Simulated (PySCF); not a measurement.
Distorted geometries of [BiF3]2+

[BiF3]2+ (singlet). PySCF 2.14.0, RKS r2SCAN, Bi def2-SVP with ECP60, F def2-SVP; non-relativistic Hamiltonian with scalar-relativistic core potentials where named; density fitting; no spin-orbit coupling. Relaxed geometry:

```xyz
4

Bi   -0.0415   -0.0001    0.0000
F     1.9368   -0.0017    0.0000
F    -0.9459    1.7591    0.0000
F    -0.9494   -1.7574    0.0000
```

Task: Order these distorted geometries by energy above the relaxed one, lowest first.
A.
```xyz
4

Bi   -0.1189   -0.0028    0.0073
F     1.9568    0.0176   -0.0351
F    -0.9604    1.7136    0.0445
F    -0.8775   -1.7283   -0.0167
```
B.
```xyz
4

Bi   -0.0192    0.0000    0.0051
F     1.9125    0.0164   -0.0209
F    -0.9376    1.7570   -0.0077
F    -0.9557   -1.7734    0.0234
```
C.
```xyz
4

Bi   -0.1186    0.1205   -0.0297
F     1.8318    0.1904    0.3405
F    -0.8080    1.7088   -0.0803
F    -0.9052   -2.0197   -0.2304
```

Result: B (0.04 eV), A (0.28 eV), C (1.79 eV).

Task: Which forces (eV/Å) act in the one that lies 1.79 eV up?

Result: 
```
Bi    3.93 -13.14   0.16
F    -0.08  -0.06  -0.03
F    -4.77  10.45  -0.39
F     0.91   2.74   0.26
```
Forces carry noise of the integration grid, about 0.01 to 0.03 eV/Å.

No frequency check is given that shows the relaxed geometry to be a minimum.
